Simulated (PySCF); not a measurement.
PySCF input (B3PW91/6-31G* (5d)):

```python
from pyscf import gto, dft

mol = gto.M(
    atom='''
    F     1.35551000   -0.95791200    0.16000000
    B     0.52356700    0.07065900    0.06193300
    F     1.06543800    1.28146900    0.05729600
    Si   -1.43395400   -0.19419700   -0.18432400
    H    -2.00713400   -1.49592900    0.21367600
    H    -2.32388000    0.94937900    0.10152700
    ''',
    basis='6-31g*',
    charge=0,
    spin=1,
    verbose=4,
)

mf = dft.UKS(mol, xc='b3pw91')
mf.grids.level = 3
mf.conv_tol = 1e-9
mf.max_cycle = 100
mf.max_memory = 1500
mf.kernel()
if not mf.converged:
    mf = mf.newton()
    mf.kernel(mf.make_rdm1())
mo, _, stable, _ = mf.stability(return_status=True)
if not stable:
    mf.kernel(mf.make_rdm1(mo, mf.mo_occ))
    stable = mf.stability(return_status=True)[2]
mf.dip_moment()
```

From the output:

```
  HOMO = -0.228151711954  LUMO = -0.1155499757  gap/eV = 3.06405
cycle= 5 E= -515.149315484832  delta_E= -9.93e-05  |g|= 0.002  |ddm|= 0.0188
  alpha nocc = 20  HOMO = -0.228177734950761  LUMO = 0.018121344405793
  beta  nocc = 19  HOMO = -0.33034726927519  LUMO = -0.115010468969851
  HOMO = -0.228177734951  LUMO = -0.11501046897  gap/eV = 3.07944
cycle= 6 E= -515.149320760536  delta_E= -5.28e-06  |g|= 0.000495  |ddm|= 0.00501
  alpha nocc = 20  HOMO = -0.228204580973948  LUMO = 0.018107863932884
  beta  nocc = 19  HOMO = -0.33041501058341  LUMO = -0.114868628837367
  HOMO = -0.228204580974  LUMO = -0.114868628837  gap/eV = 3.08403
cycle= 7 E= -515.149321262871  delta_E= -5.02e-07  |g|= 0.00012  |ddm|= 0.00176
  alpha nocc = 20  HOMO = -0.228220128400636  LUMO = 0.0180838336223239
  beta  nocc = 19  HOMO = -0.330420715361676  LUMO = -0.11487699067197
  HOMO = -0.228220128401  LUMO = -0.114876990672  gap/eV = 3.08422
cycle= 8 E= -515.149321280233  delta_E= -1.74e-08  |g|= 3.6e-05  |ddm|= 0.000312
  alpha nocc = 20  HOMO = -0.228217494174587  LUMO = 0.0180864505440903
  beta  nocc = 19  HOMO = -0.330416672218485  LUMO = -0.114877177266144
  HOMO = -0.228217494175  LUMO = -0.114877177266  gap/eV = 3.08415
cycle= 9 E= -515.149321281792  delta_E= -1.56e-09  |g|= 1.37e-05  |ddm|= 9.34e-05
  alpha nocc = 20  HOMO = -0.228217404017223  LUMO = 0.0180858834268705
  beta  nocc = 19  HOMO = -0.330417047379614  LUMO = -0.114877693189713
  HOMO = -0.228217404017  LUMO = -0.11487769319  gap/eV = 3.08413
cycle= 10 E= -515.149321281891  delta_E= -9.95e-11  |g|= 9.48e-06  |ddm|= 1.83e-05
  alpha nocc = 20  HOMO = -0.228217279276744  LUMO = 0.0180856488250112
  beta  nocc = 19  HOMO = -0.330417018969357  LUMO = -0.114877676057293
  HOMO = -0.228217279277  LUMO = -0.114877676057  gap/eV = 3.08413
Extra cycle  E= -515.149321281859  delta_E= 3.25e-11  |g|= 1.51e-05  |ddm|= 1.46e-05
converged SCF energy = -515.149321281859  <S^2> = 0.7542833  2S+1 = 2.0042787
uhf_internal: lowest eigs of H = [0.29408616 0.36530651 0.37329603]
<class 'pyscf.dft.uks.UKS'> wavefunction is stable in the internal stability analysis
Dipole moment(X, Y, Z, Debye): -0.96004, -0.12504, -0.01550
```

The geometry given is a B3LYP-D3(BJ)/def2-TZVP minimum.
